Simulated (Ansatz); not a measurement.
Gas-phase electronic energies from Ansatz, PBE0-D4/def2-TZVP geometries. CCSD(T)/CBS adds triple-zeta CCSD(T) − MP2 to the extrapolated MP2 energy (def2 sets, frozen cores). This one scheme is used for every species, atoms too. DFT in def2-TZVPP. No spin–orbit coupling; open shells (•) take unrestricted orbitals. Spin–orbit coupling would lower the free atoms: a little for C, Si; clearly for Br. For Br outer-core shells are correlated without core-valence functions, so the limit isn't a true one: a few kJ/mol of doubt a bond, and 10 to 20 or more in all where bonds break to atoms. Scalar relativity is left out up to krypton.

Reaction (atomization): `C[SiH](Br)Br` → 2 Br• + C• + 4 H• + Si•

```csv
level,ΔE (kcal/mol),difference from CCSD(T)/CBS
revPBE-D4,626.5,-13.1
B97M-V,636.2,-3.4
CAM-B3LYP-D4,631.5,-8.1
revPBE,613.1,-26.5
BHLYP,613.7,-25.9
MP2/def2-SVP,601.3,-38.3
SCS-MP2/def2-TZVPP,624.6,-15.0
CCSD(T)/def2-TZVPP,619.6,-20.0
MP2/def2-QZVPP,641.3,1.7
MP2/CBS(def2),649.6,10.0
CCSD(T)/CBS,639.6,0
```

Largest T1 diagnostic among the species: 0.012.

From r2SCAN to r2SCAN0 (25 % exact exchange), in def2-TZVPP and without D4, ΔE moves by −6.0 kcal/mol: exact exchange takes away binding that semilocal exchange gives to molecules. In def2-TZVPP, CCSD(T) changes the Hartree–Fock value by +138.0 kcal/mol (the triples alone add +8.7 kcal/mol) and MP2 by +148.0 kcal/mol; breaking electron pairs costs correlation energy, which Hartree–Fock lacks.

For atomizations the MP2-based limit and the directly extrapolated one differ by several kJ/mol either way, and by 10 to 25 for some Ge, Se and Sn compounds, so smaller differences from it don't rank the levels.
